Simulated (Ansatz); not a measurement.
CrF₂⁻. Charge -1, multiplicity 6. Geometry B3LYP-D4/def2-TZVP, that of the neutral quintet; atoms count from 1.

Cartesian coordinates in Å:
```
Cr -0.311 -0.284 -0.086
F -0.079 -0.095 1.664
F 0.390 0.378 -1.578
```

The highest occupied level of the charge -1 sextet lies above zero (up to 0.46 eV). By energy differences its removal costs 1.16 eV (vertical, to the charge 0 quintet, at PBE0-D4/def2-TZVPD); a positive level beside a positive removal energy at the same level points to self-interaction error.

Q: Estimate the Mulliken populations from the PBE0/def2-TZVPD orbitals of Ansatz.

A: 
| atom | charge (e) | spin (α − β) | d electrons |
| --- | --- | --- | --- |
| Cr1 | 0.57 | 5.12 | 4.55 |
| F2 | -0.78 | -0.06 | – |
| F3 | -0.78 | -0.06 | – |
Mulliken values and Mayer orders depend strongly on the basis. With diffuse functions, as here, like atoms can get unlike values, and bond orders can come out too low or too high.

Q: Where does the spin sit?

A: Summed by element: Cr 5.12, F -0.12, of 5 unpaired in all. Largest on single atoms: Cr1 5.12, F2 -0.06, F3 -0.06.
